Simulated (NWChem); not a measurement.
BiF2, doublet; SMILES [F][Bi][F]

```xyz
3

Bi     0.0000     0.0000     0.2413
F     -1.5154     0.0000    -1.1126
F      1.5154     0.0000    -1.1126
```
Atoms are numbered in this order, from 1.

All runs: NWChem. Spin-unrestricted. In the optimisation the excess spin sits in b2 (C2v, its own frame). Geometry: optimised at PBE0/def2-SVP, spin-unrestricted. This spin state was assumed; another may lie lower. No stability test was run on the SCF state. def2 effective core potentials on Bi; no spin-orbit coupling. Total energies compare along this basis series because the functional is fixed.

```tsv
level	basis functions	energy (Ha)	highest occupied level (eV)	lowest empty minus highest occupied level, either spin (eV)	dipole (D)	<S²>	relative time
B3LYP/def2-SVP	54	-414.2484	-5.71	2.38	4.30	0.751	1
B3LYP/def2-SVPD	78	-414.2861	-6.09	2.44	4.56	0.752	2
B3LYP/def2-TZVP	112	-414.5306	-5.98	2.45	4.48	0.752	3
B3LYP/def2-TZVPP	112	-414.5306	-5.98	2.45	4.48	0.752	3
B3LYP/def2-QZVP	196	-414.5472	-6.03	2.45	4.43	0.752	9
```

Relative times are rough (shared machine, one core).
